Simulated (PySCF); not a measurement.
One of the candidates below gave these computed data.

All candidates are C7H10O2.

- Dipole: 2.63 D [PBE0/pcSseg-1]
- 1H NMR: chemical shifts (computed TMS as zero) by class: 6.18 (1 H), 1.35 (9 H) ppm [GIAO PBE0/pcSseg-1]
- Rotational structure: rotational constants A, B, C: 3.320, 0.727, 0.686 GHz [GFN2-xTB]
- NMR, other nuclei: isotropic shieldings of nuclei other than C and H, by class: -118 (1 O), 119 (1 O) ppm [GIAO PBE0/pcSseg-1]
- 13C NMR: chemical shifts (computed TMS as zero) by class: 158.6 (1 C), 106.6 (1 C), 77.9 (1 C), 31.9 (3 C), 27.9 (1 C) ppm [GIAO PBE0/pcSseg-1]

Gas-phase values; electronic properties from PySCF, density fitting. Levels stand in brackets. Isolated species at its GFN2-xTB geometry (one conformer only). NMR classes are plain means over equivalent atoms (diastereotopic ones count apart unless rotation or inversion swaps them), as if these changed places fast.

Problem. Which candidate is it?
A. `O=C1CO[C@@H]1C1CCC1`
B. `C[C@H]1C[C@]2(COC2=O)C1`
C. `CC(C)(C)C#CC(=O)O`
D. `CO[C@@H]1CCC=CC1=O`
E. `C/C=C(C)/C=C\C(=O)O`

Solution. C. It is `CC(C)(C)C#CC(=O)O`. Numbering: `[CH3:1][C:2]([CH3:3])([CH3:4])[C:5]#[C:6][C:7](=[O:8])[OH:9]`. Its formula, C7H10O2, gives 3 degrees of unsaturation: 0 rings and 3 π bonds in the structure found. 7 carbons fall into 5 classes; from least to most shielded: carboxylic acid carbon [C7] (158.6 ppm), alkyne carbon [C5] (106.6 ppm), alkyne carbon [C6] (77.9 ppm), methyl carbon [C1/C3/C4] (31.9 ppm, 3 C), propargylic carbon [C2] (27.9 ppm). Hydrogen classes from least to most shielded: 1 H on an acid hydroxyl oxygen, O9 (6.18 ppm), 9 H on 3 methyl carbons, C1/C3/C4 (1.35 ppm, a mean of values up to 0.5 ppm apart in this geometry). The other shieldings belong to: -118 ppm, acid carbonyl oxygen [O8]; 119 ppm, acid hydroxyl oxygen [O9]. The optimised geometry has point group C1 and is an asymmetric top.

The others, at the same levels:
- `CO[C@@H]1CCC=CC1=O` fails: it has 7 carbon classes against 5; its computed 13C shifts are 200.9 (1 C), 160.3 (1 C), 134.1 (1 C), 83.9 (1 C), 59.3 (1 C), 34.5 (1 C), 26.3 (1 C) ppm, 1H shifts are 7.30 (1 H), 6.16 (1 H), 3.51 (3 H), 3.28 (1 H), 3.01 (1 H), 2.31 (1 H), 2.06 (1 H), 1.94 (1 H) ppm and rotational constant A is 2.236 GHz (against 3.320 GHz).
- `C[C@H]1C[C@]2(COC2=O)C1` fails: it has 6 carbon classes against 5; its computed 13C shifts are 179.6 (1 C), 72.6 (1 C), 55.6 (1 C), 33.6 (2 C), 24.9 (1 C), 22.8 (1 C) ppm, 1H shifts are 4.07 (2 H), 2.43 (2 H), 2.05 (1 H), 2.01 (2 H), 1.36 (3 H) ppm and rotational constant A is 2.989 GHz (against 3.320 GHz).
- `C/C=C(C)/C=C\C(=O)O` fails: it has 7 carbon classes against 5; its computed 13C shifts are 173.9 (1 C), 152.0 (1 C), 145.0 (1 C), 142.5 (1 C), 121.7 (1 C), 18.8 (1 C), 16.8 (1 C) ppm, 1H shifts are 6.76 (1 H), 6.21 (1 H), 6.19 (1 H), 5.78 (1 H), 1.99 (3 H), 1.91 (3 H) ppm and rotational constant A is 3.824 GHz (against 3.320 GHz).
- `O=C1CO[C@@H]1C1CCC1` fails: it has 7 carbon classes against 5; its computed 13C shifts are 213.9 (1 C), 108.1 (1 C), 91.5 (1 C), 37.6 (1 C), 24.0 (1 C), 19.9 (1 C), 17.8 (1 C) ppm, 1H shifts are 5.46 (1 H), 5.36 (1 H), 5.19 (1 H), 2.65 (1 H), 2.42 (1 H), 2.21 (1 H), 2.01 (1 H), 1.97 (1 H), 1.82 (1 H), 1.82 (1 H) ppm and smallest rotational constant is 1.036 GHz (against 0.686 GHz).

Each candidate is one conformer, not necessarily the lowest. The conformers computed, where there is a choice (atom-mapped SMILES and torsion angles):
- `[CH3:1][C:2]([CH3:3])([CH3:4])[C:5]#[C:6][C:7](=[O:8])[OH:9]`: H–O9–C7–C6 180°
- `[CH3:1]/[CH:2]=[C:3]([CH3:4])/[CH:5]=[CH:6]\[C:7](=[O:8])[OH:9]`: C2–C3–C5–C6 -160°, C5–C6–C7–O8 -135°, H–O9–C7–C6 178°
- `[O:1]=[C:2]1[CH2:3][O:4][C@@H:5]1[CH:6]1[CH2:7][CH2:8][CH2:9]1`: O4–C5–C6–C7 65°

The conformers of `CO[C@@H]1CCC=CC1=O` aren't listed.
